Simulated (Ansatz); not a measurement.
Basis sets compared for CdBr2 (the lowest singlet isomer of a short search). Charge 0, multiplicity 1. Geometry B3LYP-D4/def2-TZVP. Ansatz on 4 threads of Arm Neoverse V2 on a shared host; times are rough, and most runs start from earlier orbitals.

Cartesian coordinates in Å:
```
Cd -0.001 -0.001 0.001
Br 1.326 0.462 1.977
Br -1.325 -0.461 -1.978
```

In the def2 sets Cd takes a core potential; there is no spin–orbit coupling. The structure comes from a short search, and lower isomers may exist.

Binding counts from free atoms (Cd singlet, Br doublet) in the same basis, without a counterpoise term.

```json
{"level": "PBE-D4/def2-SVP", "functions": "95", "energy (Eh)": "-5314.7533", "HOMO (eV)": "-6.96", "LUMO (eV)": "-3.14", "binding per atom (eV)": "1.74", "wall time": "0.65 s"}
{"level": "PBE-D4/def2-TZVP", "functions": "136", "energy (Eh)": "-5315.4198", "HOMO (eV)": "-7.14", "LUMO (eV)": "-3.27", "binding per atom (eV)": "1.72", "wall time": "0.9 s"}
{"level": "r2SCAN-D4/def2-TZVP", "functions": "136", "energy (Eh)": "-5316.2178", "HOMO (eV)": "-7.46", "LUMO (eV)": "-3.08", "binding per atom (eV)": "1.79", "wall time": "1.8 s"}
{"level": "PBE0-D4/def2-SVP", "functions": "95", "energy (Eh)": "-5314.9263", "HOMO (eV)": "-8.25", "LUMO (eV)": "-2.33", "binding per atom (eV)": "1.76", "wall time": "1.1 s"}
{"level": "PBE0-D4/def2-TZVP", "functions": "136", "energy (Eh)": "-5315.5909", "HOMO (eV)": "-8.39", "LUMO (eV)": "-2.43", "binding per atom (eV)": "1.74", "wall time": "1.6 s"}
```

**Question.** Estimate the rows for PBE-D4/def2-TZVPD, r2SCAN-D4/def2-TZVPD, PBE0-D4/def2-TZVPD.

**Answer.** 
```
               level  functions  energy (Eh)  HOMO (eV)  LUMO (eV)  binding per atom (eV)  wall time
   PBE-D4/def2-TZVPD        154   -5315.4209      -7.18      -3.32                   1.72      1.3 s
r2SCAN-D4/def2-TZVPD        154   -5316.2186      -7.48      -3.11                   1.79      2.8 s
  PBE0-D4/def2-TZVPD        154   -5315.5917      -8.41      -2.47                   1.75      1.9 s
```
